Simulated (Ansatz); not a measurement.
`B[O][AlH][CH3]` at its PBE0-D4/def2-TZVP geometry, where that method's forces vanish. Charge 0, multiplicity 1.

```xyz
10

B     0.2471   -2.3663   -0.4350
O    -0.2264   -1.1327   -0.2778
Al   -0.8286    0.4341   -0.0796
C     0.3860    1.8470    0.4583
H     0.6653   -2.7125   -1.5112
H     0.2558   -3.1261    0.5008
H    -2.3731    0.6138   -0.3591
H     1.4044    1.4842    0.6134
H     0.0489    2.3190    1.3870
H     0.4206    2.6395   -0.2966
```

Task: What forces (eV/Å) does r2SCAN-D4/def2-TZVPP give on these atoms in the Gaussian-basis code of Ansatz? (An estimate is asked.)

Result: The calculation gave: 
```
B1   0.072 -0.188 -0.024
O2  -0.032  0.090  0.012
Al3 -0.048  0.071  0.005
C4  -0.029 -0.046 -0.014
H5  -0.012  0.015  0.025
H6  -0.003  0.024 -0.020
H7   0.031 -0.002  0.006
H8  -0.015  0.031  0.002
H9   0.025  0.009 -0.024
H10  0.012 -0.002  0.033
```
